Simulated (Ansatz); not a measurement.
SnPt₄⁻. Total charge -1; doublet. Geometry PBE-D4/def2-SVPD; atoms count from 1.

```xyz
5

Pt   -0.846    0.679   -1.029
Pt    1.267    1.478    0.293
Pt   -2.163   -0.587    0.720
Pt    1.355   -0.722   -1.231
Sn    0.387   -0.848    1.246
```

In the def2 sets Pt, Sn take a core potential; there is no spin–orbit coupling. The charge -1 doublet is spin-contaminated (final ⟨S²⟩ up to 1.68, 0.75 for a pure state). Another isomer (doublet) lies 0.27 eV lower at PBE0-D4/def2-TZVPD; other spin states weren't run for this one.

Question: Estimate the Mulliken populations from the PBE0/def2-TZVPD orbitals of Ansatz.

Answer: 
```
atom  charge (e)  spin (α − β)  d electrons
 Pt1       -0.18          0.98         8.88
 Pt2       -0.14         -0.10         9.10
 Pt3       -0.10          0.29         9.20
 Pt4       -0.14         -0.10         9.10
 Sn5       -0.44         -0.07            –
```
Mulliken values depend strongly on the basis. With diffuse functions, as here, like atoms can get unlike values, and bond orders can come out too low or too high.

Question: Where does the spin sit?

Answer: Summed by element: Pt 1.07, Sn -0.07, of 1 unpaired in all. Largest on single atoms: Pt1 0.98, Pt3 0.29, Pt2 -0.10.

Question: And the Mayer bond orders between heavy atoms (over 0.3)?

Answer: Pt1–Pt2 0.62 (2.62 Å); Pt1–Pt3 0.77 (2.53 Å); Pt1–Pt4 0.62 (2.62 Å); Pt1–Sn5 0.52 (3.00 Å); Pt2–Pt4 0.58 (2.68 Å); Pt2–Sn5 0.76 (2.66 Å); Pt3–Sn5 0.90 (2.62 Å); Pt4–Sn5 0.76 (2.66 Å).
